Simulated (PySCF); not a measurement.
Write a Z-matrix for 2-methoxypyrazine (`COc1cnccn1`) as optimised with GFN2-xTB.

Z-matrix in Å and degrees, rows numbered from 1:
```
C 
O   1  1.4172
C   2  1.3362  1  116.06
C   3  1.4078  2  119.12  1   179.45
N   4  1.3123  3  121.13  2  -179.87
C   5  1.3322  4  117.73  3    -0.04
C   6  1.3813  5  121.21  4     0.01
N   3  1.3259  2  119.81  1    -0.47
H   1  1.0875  2  105.94  3  -179.16
H   1  1.0920  2  110.48  3   -59.39
H   1  1.0921  2  110.61  3    61.00
H   4  1.0800  3  121.07  2     0.05
H   6  1.0799  5  116.30  4   179.98
H   7  1.0813  6  122.62  5   179.97
```

Of the pairs four or more bonds apart, N8···H10 is among the closest relative to their van der Waals radii: 2.58 Å, 94 % of the sum of Bondi's values. The C–O distances run from 1.336 Å (O2–C3, drawn single) to 1.417 Å (C1–O2, drawn single), a spread of 0.081 Å. The 6-membered ring C3–C4–N5–C6–C7–N8 has internal angles of 117.1° to 121.7°; it is planar, 0.00 Å rms from its mean plane, widest ring torsion 0°. The C–C distances run from 1.381 Å (C6–C7, aromatic) to 1.408 Å (C3–C4, aromatic), a spread of 0.027 Å.

Computed geometry: GFN2-xTB, gas phase.

Point group: Cs (tolerance 0.08 Å). Whether it is a minimum is left open (no frequencies). The numbers are those of one conformer (C1–O2–C3–C4 179°).
